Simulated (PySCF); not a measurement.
Unknowns

PySCF 2.14.0 with density-fitted response routines calculation with PBE0/pcSseg-1 with gauge-including orbitals and GFN2-xTB structure; isolated molecule, one computed conformer, one averaged value for each set of equivalent atoms, no relativistic terms.

Shifts are taken against calculated references (same method and geometry level): ¹H, ¹³C vs TMS. Splittings of carbon signals by F and P are missing where no couplings were computed. Where no couplings were computed, multiplicities follow the n + 1 count of equivalent neighbours, and m marks all less simple cases (inequivalent or close neighbours, rings, F or P nearby). Shifts are as computed. Against solution values, carbons near 30 ppm lie about +3 ppm off and those near 130 ppm about +5 ppm. Of 1211 compounds with measured shifts, 218 miss one by over three times the rms of a fit or turn the order of signals round; such compounds aren't used in these exercises.

Problem. C7H14FNO. ¹H NMR (500 MHz, computed): δ 7.68 (m, 1H), 3.81 (s, 3H), 3.63 (s, 3H), 1.78 (m, 1H), 1.21 (d, 3H), 0.88 (d, 3H). ¹³C{¹H} NMR (computed): δ 167.9 (CH), 120.1 (C), 52.1 (CH3), 50.6 (CH3), 39.7 (CH), 17.7 (CH3), 16.0 (CH3). Identify the compound.

Solution. SMILES C/N=C/[C@](F)(OC)C(C)C. Rings plus π bonds: 1 (no ring in the answer). 7 carbon signals for 7 carbons: no two carbons are equivalent. Carbon types of the structure: 1 × C, 2 × CH, 4 × CH3, which accounts for all hydrogens. δC 167.9: C=N carbon. δC 120.1: fully substituted sp3 carbon bonded to F and O; 2 electronegative neighbours deshield it. δC 52.1: methyl carbon bonded to O; the inductive effect lowers its shielding. δH 3.63: hydrogen on a methyl carbon bonded to O; its carbon carries O, which withdraws density.

The data come from this structure; uniqueness wasn't tested.

Problem. C5H9N3. ¹H NMR (600 MHz, computed): δ 7.37 (s, 1H), 4.19 (s, 3H), 2.81 (q, 2H), 1.24 (t, 3H). ¹³C{¹H} NMR (computed): δ 156.8 (C), 135.8 (CH), 41.4 (CH3), 23.8 (CH2), 20.2 (CH3). Give a structure.

Solution. SMILES CCc1cnn(C)n1. Rings plus π bonds: 3 (1 ring in the answer). 5 carbon signals for 5 carbons: no two carbons are equivalent. Carbon types of the structure: 1 × C, 1 × CH, 1 × CH2, 2 × CH3, which accounts for all hydrogens. δC 156.8: substituted aromatic carbon next to a ring nitrogen. δC 135.8: aromatic CH next to a ring nitrogen. δC 23.8: sp3 CH2 on an aromatic ring; saturated and bonded to C and H only. δH 7.37: hydrogen on an aromatic CH next to a ring nitrogen; the ring current deshields protons in the ring plane.

The shifts were computed for this structure.
